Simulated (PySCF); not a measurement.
## Spinor energies of B+ (boron, charge +1)

Start: [He] 2s2. Calculated with PySCF 2.14 in x2c-SVPall-2c: generalised Hartree-Fock with the X2C-1e Hamiltonian and a Gaussian nucleus; one run each with spin-orbit coupling (SO) switched off, then screened by Boettger's factors.

| spinor shell | electrons | ε, spin-free (eV) | ε, screened SO (eV) | weight of nominal j (screened SO) | rms radius, screened SO (bohr) |
| --- | --- | --- | --- | --- | --- |
| 1s1/2 | 2 | -222.97 | -222.97 | 1.000 | 0.378 |
| 2s1/2 | 2 | -23.540 | -23.540 | 1.000 | 1.98 |

| quantity | spin-free | screened SO |
| --- | --- | --- |
| E (hartree) | -24.20870 | -24.20870 |
| M_J | 0 | 0 |
| ⟨J²⟩ | 0.000 | 0.000 |
| ⟨L²⟩ | 0.000 | 0.000 |
| ⟨S²⟩ | 0.000 | 0.000 |

Without spin-orbit coupling the j labels of p, d and f shells carry no meaning; the spin-free column gives the mean over the occupied spinors of each nl shell.
